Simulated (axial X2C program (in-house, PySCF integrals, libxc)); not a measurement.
# Spin–orbit effects along a row: molecules with As, PBE0

Calculated with an in-house relativistic program for diatomic molecules, spin-free (one-electron X2C) or two-component (2c: spin–orbit coupling with atomic mean-field Coulomb and Gaunt terms, which also bring small scalar terms), in Dyall basis sets with cores contracted in-house; open shells are unrestricted.

Basis sets: As dyall-cv3z, As dyall-v3z, I dyall-cv3z, Mo dyall-v3z, Nb dyall-cv3z, Pd dyall-cv3z, Rb dyall-cv3z, Rh dyall-cv3z, Sb dyall-cv3z, Zr dyall-v3z.

```csv
molecule,spin-free state,Re (Å),ωe (cm⁻¹),De (eV),2c state,Re 2c (Å),ωe 2c (cm⁻¹),De 2c (eV)
RbAs,"M_S = 1, Λ = 0",3.240,130.2,1.24,Ω = 1,3.239,130.1,1.24
ZrAs,"M_S = 1/2, Λ = 2",2.329,338.3,2.97,Ω = 5/2,2.329,337.4,n/a
NbAs,"M_S = 1, Λ = 2",2.258,326.5,2.94,Ω = 1,2.259,326.0,n/a
MoAs,"M_S = 3/2, Λ = 0",2.279,277.0,2.41,Ω = 3/2,2.280,276.6,2.40
RhAs,"M_S = 2, Λ = 2",2.263,279.8,2.38,Ω = 4,2.264,278.9,n/a
PdAs,"M_S = 3/2, Λ = 0",2.269,265.3,1.89,Ω = 3/2,2.271,264.0,1.89
SbAs,"M_S = 0, Λ = 0",2.277,374.9,3.10,Ω = 0,2.280,372.3,3.06
AsI,"M_S = 1, Λ = 0",2.488,260.3,2.45,Ω = 1,2.493,257.2,2.19
```

(1) Work out the shifts from the spin-free to the two-component result.

Each entry is the lowest single determinant of a limited PBE0 search at one distance. De goes to single-determinant-based atoms at the same level (for ions the charge split of lowest energy) and is withheld (n/a) where an atom does not fit its ground term or J level. Main or longest-lived isotopes. One determinant is a doubtful description, or other states lie close, for RbAs, ZrAs, NbAs, MoAs, RhAs, PdAs, AsI; these need not be ground states, and all values refer to the states named. Some open-shell Ω = 0 determinants are out of reach, so the Ω given for RbAs, RhAs, AsI need not be the lowest component. With several unpaired electrons the Ω given is that of one determinant, not necessarily of the lowest component. The functionals have no current term, which raises determinants with orbital currents.

## Answers

(1) 

```json
{"molecule": "RbAs", "2c state": "Ω = 1", "ΔRe (Å)": "-0.001", "Δωe (cm⁻¹)": "-0.1", "ΔDe (eV)": "0.00"}
{"molecule": "ZrAs", "2c state": "Ω = 5/2", "ΔRe (Å)": "0.000", "Δωe (cm⁻¹)": "-0.9", "ΔDe (eV)": "n/a"}
{"molecule": "NbAs", "2c state": "Ω = 1", "ΔRe (Å)": "0.001", "Δωe (cm⁻¹)": "-0.5", "ΔDe (eV)": "n/a"}
{"molecule": "MoAs", "2c state": "Ω = 3/2", "ΔRe (Å)": "0.001", "Δωe (cm⁻¹)": "-0.4", "ΔDe (eV)": "-0.01"}
{"molecule": "RhAs", "2c state": "Ω = 4", "ΔRe (Å)": "0.001", "Δωe (cm⁻¹)": "-0.9", "ΔDe (eV)": "n/a"}
{"molecule": "PdAs", "2c state": "Ω = 3/2", "ΔRe (Å)": "0.002", "Δωe (cm⁻¹)": "-1.3", "ΔDe (eV)": "0.00"}
{"molecule": "SbAs", "2c state": "Ω = 0", "ΔRe (Å)": "0.003", "Δωe (cm⁻¹)": "-2.6", "ΔDe (eV)": "-0.04"}
{"molecule": "AsI", "2c state": "Ω = 1", "ΔRe (Å)": "0.005", "Δωe (cm⁻¹)": "-3.1", "ΔDe (eV)": "-0.26"}
```

Shifts of one unit in the last digit are rounding.
